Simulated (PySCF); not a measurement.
## Magnetic susceptibility: SMILES Br/C=C\C=C\C=C, C₆H₇Br

Molfile (atoms numbered from 1):
```
C6H7Br
     RDKit          3D

 14 13  0  0  0  0  0  0  0  0999 V2000
   -3.0533   -0.2971    0.2858 C   0  0  0  0  0  0  0  0  0  0  0  0
   -1.8757    0.3229    0.2284 C   0  0  0  0  0  0  0  0  0  0  0  0
   -0.6141   -0.3559    0.3393 C   0  0  0  0  0  0  0  0  0  0  0  0
    0.5742    0.2712    0.2801 C   0  0  0  0  0  0  0  0  0  0  0  0
    1.8295   -0.4084    0.3908 C   0  0  0  0  0  0  0  0  0  0  0  0
    3.0379    0.1565    0.3395 C   0  0  0  0  0  0  0  0  0  0  0  0
    3.3296    2.0096    0.1052 Br  0  0  0  0  0  0  0  0  0  0  0  0
   -3.1208   -1.3642    0.4216 H   0  0  0  0  0  0  0  0  0  0  0  0
   -3.9843    0.2358    0.1998 H   0  0  0  0  0  0  0  0  0  0  0  0
   -1.8324    1.3956    0.0911 H   0  0  0  0  0  0  0  0  0  0  0  0
   -0.6493   -1.4296    0.4774 H   0  0  0  0  0  0  0  0  0  0  0  0
    0.6072    1.3438    0.1417 H   0  0  0  0  0  0  0  0  0  0  0  0
    1.7941   -1.4820    0.5292 H   0  0  0  0  0  0  0  0  0  0  0  0
    3.9567   -0.3988    0.4279 H   0  0  0  0  0  0  0  0  0  0  0  0
  1  2  2  0
  2  3  1  0
  3  4  2  0
  4  5  1  0
  5  6  2  0
  6  7  1  0
  1  8  1  0
  1  9  1  0
  2 10  1  0
  3 11  1  0
  4 12  1  0
  5 13  1  0
  6 14  1  0
M  END
```

Computed with GIAO PBE/pcSseg-1 magnetisability, rotational g tensor and spin-rotation constants, non-relativistic, gas phase (PySCF). Geometry: GFN2-xTB.

The calculation is non-relativistic, which matters for the atoms heavier than Zn.

(1) What are the magnetisability and the molar susceptibility?

(2) Split it along the inertial axes a, b, c into diamagnetic and paramagnetic parts about the centre of mass, with the quadrupole moment.

(3) And the rotational g tensor?

Answers

(1) Isotropic -1244 × 10⁻³⁰ J/T², or -74.9 × 10⁻⁶ cm³/mol; principal values -1510, -1153, -1069 × 10⁻³⁰ J/T², anisotropy 406 × 10⁻³⁰ J/T² (root of half the summed squared differences of the principal values). The susceptibility is in cgs units.

(2) 
| axis | χ (10⁻⁶ cm³/mol) | diamagnetic (10⁻⁶ cm³/mol) | paramagnetic (10⁻⁶ cm³/mol) | summed x² of all electrons (Å²) | quadrupole Θ (D Å) |
| --- | --- | --- | --- | --- | --- |
| a | -69.4 | -302.7 | 233.3 | 495.3 | +2.72 |
| b | -64.4 | -2153.7 | 2089.4 | 59.0 | +6.61 |
| c | -90.9 | -2351.2 | 2260.3 | 12.4 | -9.34 |

Anisotropies 2χaa − χbb − χcc = +16.4 and 2χbb − χaa − χcc = +31.6 × 10⁻⁶ cm³/mol. Θ is traceless in Buckingham's convention.

(3) 
| axis | rotational constant (GHz) | g | nuclear part | electronic part |
| --- | --- | --- | --- | --- |
| a | 6.2047 | -0.0770 | 0.6030 | -0.6800 |
| b | 0.5475 | -0.0087 | 0.5287 | -0.5374 |
| c | 0.5031 | +0.0005 | 0.5347 | -0.5342 |

Asymmetric top; isotopes 79Br, 12C, 1H; no vibrational averaging.
